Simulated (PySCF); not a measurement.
Species: C6H10FO (charge +1).
Cartesian coordinates in Å at the GFN2-xTB level; atoms count from 1:
```
atom  x, y, z in Å
C1     2.5620    0.6535   -0.4668
O2     1.1583    0.7845   -0.2530
C3     0.3784   -0.2831   -0.0570
C4     0.7699   -1.6008   -0.0286
F5     2.0059   -2.0008   -0.1863
C6    -1.0010    0.0562    0.1515
C7    -2.0848   -0.8921    0.3764
C8    -1.3224    1.4761    0.1445
H9     2.9195    1.6730   -0.5931
H10    2.7771    0.0801   -1.3694
H11    3.0580    0.2008    0.3929
H12    0.0940   -2.4273    0.1361
H13   -2.4594   -0.7517    1.3975
H14   -1.8422   -1.9386    0.2379
H15   -2.9361   -0.6284   -0.2577
H16   -0.6596    2.0209    0.8245
H17   -2.3640    1.6817    0.3712
H18   -1.0624    1.9022   -0.8319
```

Vertical excitations from PySCF (density fitting, frozen core in the response, grid level 2 and gas phase unless stated; continuum runs use non-equilibrium linear response for the excitations) on a GFN2-xTB geometry. Reference run:

```
                              settings    S1, eV (f)    S2, eV (f)    S3, eV (f)    S4, eV (f)    S5, eV (f)    S6, eV (f)  T1, eV (Tamm–Dancoff)  mean α (au)
PBE0/def2-SVPD, full TDDFT, 6 singlets  3.26 (0.096)  4.40 (0.000)  5.63 (0.259)  5.73 (0.005)  5.85 (0.001)  6.71 (0.108)                   1.57         80.0
```

Problem. What do these settings give: (1) B97-D/def2-SVPD, TDA, 6 singlets; (2) HF/pcseg-1, damping 0.2 at the start, DIIS from the seventh cycle, TDHF, 1 singlet?

Solution. 
| settings | S1, eV (f) | S2, eV (f) | S3, eV (f) | S4, eV (f) | S5, eV (f) | S6, eV (f) | T1, eV (Tamm–Dancoff) | mean α (au) |
| --- | --- | --- | --- | --- | --- | --- | --- | --- |
| B97-D/def2-SVPD, TDA, 6 singlets | 2.97 (0.066) | 3.52 (0.000) | 5.13 (0.003) | 5.29 (0.000) | 5.47 (0.450) | 5.91 (0.001) | – | 82.2 |
| HF/pcseg-1, damping 0.2 at the start, DIIS from the seventh cycle, TDHF, 1 singlet | 4.64 (0.336) | – | – | – | – | – | – | 68.3 |

(1) S1 moves by -0.29 eV; functional and response scheme change together, so the shift can't be laid on one. (2) S1 moves by +1.38 eV; functional and basis change together, so the shift can't be laid on one. States are counted by energy in each run and needn't keep their character from row to row.

Problem. Which orbital pairs make up S1 in each run, and how does it sit against the orbital gap?

Solution. 
```csv
settings,S1 configurations (weight),S1 (eV),orbital gap (eV),S1 − gap (eV)
"PBE0/def2-SVPD, full TDDFT, 6 singlets",H→L 0.96,3.26,3.78,-0.52
"B97-D/def2-SVPD, TDA, 6 singlets","H→L 0.79, H−2→L 0.19",2.97,1.90,+1.07
"HF/pcseg-1, damping 0.2 at the start, DIIS from the seventh cycle, TDHF, 1 singlet",H→L 0.98,4.64,10.08,-5.44
```

One conformer stands for the species.
